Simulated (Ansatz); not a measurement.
Two isomers of CH6InNO: A = `C[O][InH][NH2]`, B = `N[CH](O)[InH2]`.

Calculated with Ansatz (gas phase, PBE0-D4/def2-TZVP geometries, no zero-point term in ΔE). CCSD(T)/CBS is the MP2 limit (def2-TZVPP, def2-QZVPP) plus CCSD(T) − MP2 in def2-TZVPP, frozen cores. DFT in def2-TZVPP. B3LYP here is the variant with VWN-RPA as its local correlation; programs differ in this. def2 core potentials past Kr. For In outer-core shells are correlated without core-valence functions, which leaves a few kJ/mol of doubt a bond. Each species was taken in one conformer, which may not be the lowest.

Question: Which is lower in electronic energy at CCSD(T)/CBS, and by how much? (Estimate.)

Answer: The calculation gave: A, by 135.9 kJ/mol.

Question: Give E(B) − E(A) in kJ/mol with PBE-D4, PBE0-D4, CCSD(T)/def2-TZVPP, B3LYP, HF/def2-TZVPP, B2PLYP, MP2/def2-TZVPP. (An estimate is asked.)

Answer: The calculation gave: PBE-D4 113.7, PBE0-D4 112.6, CCSD(T)/def2-TZVPP 126.5, B3LYP 125.2, HF/def2-TZVPP 130.7, B2PLYP 131.9, MP2/def2-TZVPP 133.7. None reverses the order clearly.

Question: Does the order hold for the free energy at 298.15 K (harmonic terms from PBE0-D4)? (Estimate.)

Answer: Ansatz gave: Yes: G(B) − G(A) = +133.7 kJ/mol, for one conformer each. Modes under 60 cm⁻¹, often nearly free rotors, make the harmonic entropy too high.

Largest T1 diagnostic: 0.016.

At CCSD(T), def2-SVP lies −22.1 kJ/mol from the extrapolated value and def2-TZVPP −9.4 kJ/mol. Leaving LDA and LC-ωPBE aside and taking each functional with its dispersion term where it has one, the values, not all of them listed here, spread over 19.8 kJ/mol, from revPBE-D4 to B2PLYP. LDA lies −15.2 kJ/mol from PBE without D4.
